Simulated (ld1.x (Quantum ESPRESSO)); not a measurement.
What one change does to a pseudopotential (sulfur, PAW)

* Element: sulfur
* Generator: ld1.x (Quantum ESPRESSO) 7.5
* Type: PAW
* Functional: PBE
* Relativity: scalar-relativistic
* Frozen core: [Ne]
* Valence charge: 6
* Reference configuration: 3s2 3p4
* Partial waves: 3s (bound): rcut 1.00, rcutus 1.30 bohr; 3s channel at -0.05 Ry: rcut 1.00, rcutus 1.30 bohr; 3p (bound): rcut 1.50, rcutus 1.95 bohr; 3p channel at 1.85 Ry: rcut 1.50, rcutus 1.95 bohr
* Local potential: all-electron potential smoothed inside 1.05 bohr (lloc = -2)
* Core correction: a·sin(br)/r model core, default radius (ld1.x builds one for every PAW set, though the input has nlcc=.false.)
* Augmentation charge: PSQ, inside the norm-conserving radii

Change: core correction a·sin(br)/r model core inside 0.62 bohr.

Cutoffs: the cutoffs (Ry, on a coarse ladder) from which the occupation-weighted sum of valence levels, in a spherical-Bessel basis at the reference potential, stays within 10 and 1 mRy of its value at 400 Ry; they do not see the model core or the augmentation charge, which bear on the density cutoff. Errors are all-electron minus pseudo energies relative to the spin-unpolarised reference configuration.

**Question.** What does the change do?

**Answer.** The potential gets neither clearly harder nor softer (21 Ry and 40 Ry → 21 Ry and 40 Ry); of the 7 tests that both files solve, the error grows in 4 and shrinks in 2 by more than 15 % and 0.3 meV (median size 3.6 → 1.4 meV); neither file shows a bound ghost. The default core radius of the base comes out at 0.87 bohr. A model core, the more so a compact one, raises the density cutoff, which this test does not measure.

```csv
quantity,base,changed
"cutoff, loose",21 Ry,21 Ry
"cutoff, tight",40 Ry,40 Ry
bound ghosts,none,none
"error for 3s2 3p3, meV [ΔE 11.77 eV]",-0.5,-1.4
"error for 3s2 3p2, meV [ΔE 34.05 eV]",-1.9,-8.1
"error for 3s2 3p1, meV [ΔE 68.09 eV]",-9.2,-32
"error for 3s2 3p3.5, meV [ΔE 4.66 eV]",-0.2,-0.4
"error for 3s0 3p6, meV [ΔE 20.74 eV]",+19,+1.0
"error for 3s1 3p5, meV [ΔE 10.31 eV]",+3.6,-0.1
"error for 3s2 3p0, meV [ΔE 114.89 eV]",-52,-101
s: phases at 2.16 bohr within 0.05 rad from the reference energy up to (Ry; the scan ends near 5),3.8,3.8
p: phases at 2.16 bohr within 0.05 rad from the reference energy up to (Ry; the scan ends near 5),4.7,4.7
lowest overlap eigenvalue by channel,"s 0.52, p 0.72","s 0.52, p 0.72"
```
